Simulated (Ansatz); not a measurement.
CH₆AlISi, relaxed with RKS PBE0-D4/def2-TZVP in Ansatz 0.2.0 from a PBE-D4/def2-SVP geometry. The force threshold is 0.005 eV/Å; the program also tests the step.

Charge 0, multiplicity 1. I: def2 effective core potential. The bonds changed during the relaxation, so this is another structure than the one it started from.

Start:

```xyz
10

Al   -0.130    1.765   -0.597
C    -0.571    0.063    0.334
Si    0.667   -1.346    0.533
I    -1.882   -0.318   -1.453
H     1.143    1.762   -1.560
H    -1.000    3.055   -0.242
H    -1.291    0.141    1.173
H     0.005   -2.678    0.767
H     1.520   -1.011    1.732
H     1.539   -1.433   -0.687
```

```csv
step,energy (eV),largest force (eV/Å),largest move (Å)
1,-23703.6666,0.493,0.000
2,-23703.6925,0.399,0.099
3,-23703.7056,0.150,0.043
4,-23703.7070,0.067,0.013
5,-23703.7072,0.009,0.018
6,-23703.7073,0.006,0.007
7,-23703.7073,0.001,0.001
```

End:

```xyz
10

Al   -0.131    1.747   -0.594
C    -0.564    0.068    0.339
Si    0.657   -1.327    0.527
I    -1.837   -0.341   -1.409
H     1.141    1.745   -1.535
H    -1.001    3.026   -0.259
H    -1.273    0.149    1.164
H    -0.007   -2.642    0.737
H     1.505   -1.022    1.714
H     1.509   -1.402   -0.686
```

Hardware: 4 threads of a server CPU on a shared host. Wall time 30 s, peak host memory 0.57 GiB.
